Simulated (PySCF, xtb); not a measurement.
F₃HSSn, SMILES [F][Sn]([F])([F])[SH]. Other conformers were not sampled.

Harmonic wavenumbers (cm⁻¹) from GFN2-xTB run with xtb at its own minimum, in rising order: 39, 74, 79, 97, 110, 111, 247, 379, 402, 407, 645, 2347.

Question: What does PBE-D3(BJ)/def2-SVP (PySCF) give at its own minimum? (Estimate from the structure and the level; the computed values follow.)

Answer: 76, 105, 119, 160, 168, 180, 355, 612, 636, 637, 715, 2600. Paired by order, the mean absolute difference is 119 cm⁻¹ and the zero-point energies are 7.1 and 9.1 kcal/mol.
